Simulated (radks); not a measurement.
Results of a calculation; reference values are marked as such.
Problem. All-electron atom: Ca+ in [Ar] 4s1. Code: a radial shooting solver on a logarithmic mesh with Libxc functionals. Model: scalar-relativistic Kohn-Sham, TASK exchange with Perdew-Wang LDA correlation, spin-polarised, spherical densities, finite nucleus; open shells are filled with parallel spins first; meta-GGA in the generalised Kohn-Sham scheme; Fermi nuclear charge, rms radius 3.4776 fm. Some entries of the table are withheld. Estimate them.

| orbital | occ. | eigenvalue (eV) | r(max) (bohr) | <r^2> (bohr^2) |
|---|---|---|---|---|
| 1s up | 1 | -3976.572 | 0.05030 | 0.007983 |
| 1s down | 1 | -3976.532 | 0.05030 | 0.007983 |
| 2s up | 1 | (1) | 0.3000 | 0.1570 |
| 2s down | 1 | (2) | 0.3000 | 0.1570 |
| 2p up | 3 | -348.4707 | 0.2465 | 0.1327 |
| 2p down | 3 | -348.4366 | 0.2465 | 0.1326 |
| 3s up | 1 | -56.7576 | 0.9970 | 1.556 |
| 3s down | 1 | -56.6614 | 0.9977 | 1.557 |
| 3p up | 3 | (3) | 1.051 | 1.890 |
| 3p down | 3 | (4) | 1.052 | 1.863 |
| 4s up | 1 | -9.3781 | 3.314 | 15.76 |

Solution. 
(1) 2s up eigenvalue (eV): -429.8411
(2) 2s down eigenvalue (eV): -429.8108
(3) 3p up eigenvalue (eV): -36.5355
(4) 3p down eigenvalue (eV): -36.4650
